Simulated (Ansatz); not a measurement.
A structure relaxed at PBE0-D4/def2-TZVP, charge 0, multiplicity 1:

```xyz
12

C     1.0521    0.2039    1.2146
Si   -0.5760   -0.0497    0.3505
S    -1.6620    1.7726    0.0451
C    -0.2958   -0.8601   -1.3384
F     0.4655   -2.0193   -1.1915
H     0.9025    0.6211    2.2121
H     1.6925    0.8859    0.6498
H     1.5744   -0.7518    1.3086
H    -1.5003   -0.8882    1.1556
H    -0.6474    2.4006   -0.5740
H    -1.2445   -1.1282   -1.8139
H     0.2388   -0.1868   -2.0184
```

Problem. Give its formula and SMILES.

Solution. C2H7FSSi, `C[SiH](S)CF`.

Problem. Summarise the bond lengths by kind.

Solution. 2 × C–Si 1.861 to 1.894 Å; 5 × C–H 1.092 to 1.096 Å; 1 × S–Si 2.143 Å; 1 × H–Si 1.485 Å; 1 × H–S 1.344 Å; 1 × C–F 1.395 Å.

Computed with Ansatz.
